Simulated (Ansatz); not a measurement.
Consider the redistribution: `CNBB(O)S` + `[OH][GeH3]` → `BB(O)S` + `C[NH][GeH2][OH]`.

Calculated with Ansatz (gas phase, PBE0-D4/def2-TZVP geometries, no zero-point term in ΔE). CBS: MP2 limit from def2 TZ/QZ plus the TZ coupled-cluster correction, frozen cores. DFT in def2-TZVPP. For Ge outer-core shells are correlated without core-valence functions, which leaves a few kJ/mol of doubt a bond. Scalar relativity is left out up to krypton. One conformer a species, not always the lowest.

`CNBB(O)S`:

Z-matrix (Å, degrees):
```
C
N 1 1.444
H 1 1.090 2 109.0
H 1 1.094 2 111.4 3 -119.7
H 1 1.094 2 111.3 3 119.6
B 2 1.385 1 127.5 3 0.5
H 2 1.010 1 113.6 3 -179.7
B 6 1.705 2 120.6 1 179.2
H 6 1.207 2 116.7 1 0.6
O 8 1.363 6 124.2 2 -150.5
S 8 1.817 6 118.5 2 29.1
H 10 0.961 8 112.0 6 -1.5
H 11 1.345 8 97.8 6 -176.3
```

`[OH][GeH3]`:

Cartesian coordinates in Å:
```
O -0.723 0.616 0.990
Ge 0.348 -0.066 -0.261
H -1.564 0.157 1.046
H 1.612 0.796 -0.187
H -0.325 0.039 -1.643
H 0.653 -1.542 0.056
```

`BB(O)S`:

Z-matrix (Å, degrees):
```
B
B 1 1.672
H 1 1.199 2 121.6
H 1 1.199 2 121.6 3 174.1
O 2 1.359 1 131.6 3 93.1
S 2 1.826 1 113.8 3 -86.9
H 5 0.959 2 113.9 1 0.0
H 6 1.344 2 97.0 1 0.1
```

`C[NH][GeH2][OH]`:

Cartesian coordinates in Å:
```
C -0.396 -1.306 0.843
N -0.281 0.139 0.836
Ge -0.158 1.069 -0.724
O 1.228 0.599 -1.755
H 0.550 -1.834 0.664
H -0.804 -1.653 1.796
H -1.095 -1.619 0.063
H 0.277 0.494 1.597
H -0.037 2.554 -0.337
H -1.358 0.709 -1.604
H 2.074 0.848 -1.378
```

CCSD(T)/CBS gives +143.1 kJ/mol.

Problem. Another level gave +149.4 kJ/mol. Which?
A. HF/def2-TZVPP
B. r2SCAN/def2-TZVPP
C. CCSD(T)/def2-TZVPP
D. PBE-D4/def2-TZVPP

Solution. B. r2SCAN 149.4, CCSD(T)/def2-TZVPP 144.9, HF/def2-TZVPP 130.1, PBE-D4 154.7 kJ/mol.

Largest T1 diagnostic among the species: 0.014.

From PBE to PBE0 (25 % exact exchange), in def2-TZVPP and without D4, ΔE moves by −3.6 kJ/mol. In def2-TZVPP, CCSD(T) changes the Hartree–Fock value by +14.9 kJ/mol (the triples alone add +2.8 kJ/mol) and MP2 by +13.1 kJ/mol.
